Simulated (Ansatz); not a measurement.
`CBN([SiH3])[SiH3]` and `[SiH3]N([SiH3])[Si]S` differ in one atom or group.

Ansatz, PBE0-D4/def2-TZVP geometries, multiplicity 1. Each molecule was computed in one conformer, which needn't be the lowest.

| property | `CBN([SiH3])[SiH3]` |
| --- | --- |
| HOMO energy (B3LYP/def2-TZVPP) / eV | -7.99 |
| HOMO–LUMO gap (PBE/def2-TZVPP) / eV | 5.80 |
| size of the dipole moment (ωB97M-V/def2-TZVPP) / D | 0.38 |
| HOMO–LUMO gap (B3LYP/def2-TZVPP) / eV | 7.60 |
| LUMO energy (PBE0/def2-TZVPP) / eV | -0.19 |
| HOMO–LUMO gap (PBE0/def2-TZVPP) / eV | 8.01 |

(1) Give the same properties after the change, and the shifts. (Best estimate.)

Answers

(1) The calculation gave: 
```
                                          property  `[SiH3]N([SiH3])[Si]S`  shift
               HOMO energy (B3LYP/def2-TZVPP) / eV                   -6.68   1.31
               HOMO–LUMO gap (PBE/def2-TZVPP) / eV                    3.28  -2.52
size of the dipole moment (ωB97M-V/def2-TZVPP) / D                    1.73   1.35
             HOMO–LUMO gap (B3LYP/def2-TZVPP) / eV                    4.75  -2.85
                LUMO energy (PBE0/def2-TZVPP) / eV                   -1.79  -1.60
              HOMO–LUMO gap (PBE0/def2-TZVPP) / eV                    5.08  -2.93
```

With PBE0 the HOMO rises by 1.33 eV and the LUMO falls by 1.60 eV, so the gap narrows by about 2.93 eV. PBE moves the HOMO by 1.12 eV and ωB97M-V by 1.50 eV. Dipoles are sizes alone; their direction can turn.

B3LYP here is the variant with VWN-RPA as its local correlation; programs differ in this.
